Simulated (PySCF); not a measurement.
Compound: C6H5P3S.
Structure used (PBE0-D3(BJ)/def2-SVP), in Å, numbered top down from 1:
```
atom  x, y, z in Å
C1     4.381    0.321    1.452
C2     3.300    0.293    0.896
C3     2.040    0.265    0.237
P4     2.101    0.792   -1.443
C5     0.478    0.666   -1.995
P6    -1.048    0.184   -1.342
C7    -0.733   -0.269    0.323
S8    -2.065   -0.820    1.324
C9    -3.502   -0.752    0.243
P10    0.752   -0.286    1.271
H11    5.336    0.341    1.944
H12    0.375    0.971   -3.046
H13   -3.698    0.272   -0.109
H14   -3.391   -1.422   -0.623
H15   -4.342   -1.093    0.863
```

All values: PBE0/pcSseg-1 and B3LYP/def2-SVPD (PySCF, non-relativistic), on one gas-phase PBE0-D3(BJ)/def2-SVP geometry that isn't relaxed in the solvent. The solvent is an IEF-PCM continuum (cavity from Bondi-type radii × 1.2). Specific hydrogen bonds and non-electrostatic terms are outside this model.

Gas phase at PBE0/pcSseg-1: HOMO -6.48 eV, LUMO -2.83 eV, dipole 1.88 D.

Problem. What does the continuum do to the energy, the frontier levels and the dipole at PBE0/pcSseg-1 in tetrahydrofuran and water?

Solution. 
```json
{"solvent": "tetrahydrofuran", "ε": "7.426", "E(solvent) − E(gas) (kcal/mol)": "-4.37", "polarisation term (kcal/mol)": "-4.96", "distortion of the solute (kcal/mol)": "0.59", "HOMO (eV)": "-6.45", "LUMO (eV)": "-2.83", "dipole (D)": "2.83"}
{"solvent": "water", "ε": "78.36", "E(solvent) − E(gas) (kcal/mol)": "-5.44", "polarisation term (kcal/mol)": "-6.41", "distortion of the solute (kcal/mol)": "0.97", "HOMO (eV)": "-6.46", "LUMO (eV)": "-2.84", "dipole (D)": "3.12"}
```

The first energy column is the sum of the next two and covers electrostatics alone. From tetrahydrofuran to water the lowering changes by a factor 1.25, Onsager's factor (ε − 1)/(2ε + 1) by 1.21 and ε itself by 10.6.

Problem. Which radius a makes the point-dipole formula ΔE = −[(ε − 1)/(2ε + 1)]·μ²/a³ give the value in water, with the gas-phase dipole?

Solution. μ = 0.741 au and |ΔE| = 0.00867 Eh give a = 1.66 Å; the farthest nucleus lies 5.69 Å from the centroid of the nuclei, so such a sphere wouldn't even hold the nuclei. The formula assumes a rigid point dipole at the centre of a sphere.

Problem. Give the dipole vector in the frame of the coordinates (D, pointing from negative to positive charge), gas and water.

Solution. Gas (-1.76, -0.12, -0.67), solvent (-2.84, -0.13, -1.29). Its length changes by +66 % and its direction by 4°.

Problem. Which IAO charges (PBE0/pcSseg-1) respond most in tetrahydrofuran (means over atoms taken as equivalent)?

Solution. 
```
atoms               environment  gas (e)  solvent (e)  change
  H11           alkyne hydrogen   +0.208       +0.224  +0.016
  P10  phosphorus bonded to 2 C   +0.443       +0.428  -0.015
   P4  phosphorus bonded to 2 C   +0.446       +0.432  -0.014
   C2             alkyne carbon   -0.026       -0.039  -0.013
  H12         aromatic hydrogen   +0.184       +0.197  +0.013
   P6  phosphorus bonded to 2 C   +0.377       +0.388  +0.011
   C1    terminal alkyne carbon   -0.215       -0.225  -0.010
   S8            sulfide sulfur   +0.243       +0.233  -0.010
```

Problem. Which Mayer bond orders change most in tetrahydrofuran?

Solution. 
| bond | length (Å) | gas | solvent | change |
| --- | --- | --- | --- | --- |
| C1–C2 | 1.216 | 2.304 | 2.280 | -0.024 |
| C1–H11 | 1.074 | 1.137 | 1.145 | +0.008 |
| C5–H12 | 1.100 | 0.928 | 0.920 | -0.008 |
| S8–C9 | 1.799 | 1.006 | 0.999 | -0.007 |
| C7–P10 | 1.762 | 1.171 | 1.177 | +0.006 |
| C9–H15 | 1.099 | 0.947 | 0.941 | -0.006 |
| P4–C5 | 1.719 | 1.338 | 1.343 | +0.005 |
| C2–C3 | 1.423 | 1.104 | 1.101 | -0.003 |

Gas phase at B3LYP/def2-SVPD: HOMO -6.23 eV, LUMO -2.89 eV, dipole 1.94 D.

Problem. What does the continuum do to the energy, the frontier levels and the dipole at B3LYP/def2-SVPD in tetrahydrofuran?

Solution. 
| solvent | ε | E(solvent) − E(gas) (kcal/mol) | polarisation term (kcal/mol) | distortion of the solute (kcal/mol) | HOMO (eV) | LUMO (eV) | dipole (D) |
| --- | --- | --- | --- | --- | --- | --- | --- |
| tetrahydrofuran | 7.426 | -3.97 | -4.60 | 0.63 | -6.17 | -2.87 | 2.97 |

Problem. How does the static polarisability (B3LYP/def2-SVPD, frozen core, with the continuum's full static response) change?

Solution. 
```csv
medium,isotropic (au),principal values (au),⟨r²⟩ of the electrons (bohr²)
gas,187.0,"96.0, 183.8, 281.2",2729.0
tetrahydrofuran,275.9,"134.4, 281.8, 411.5",2727.3
```

The isotropic value in tetrahydrofuran is 1.48 times the gas-phase one; no cavity-field correction is applied. ⟨r²⟩ is taken about the centre of nuclear charge.
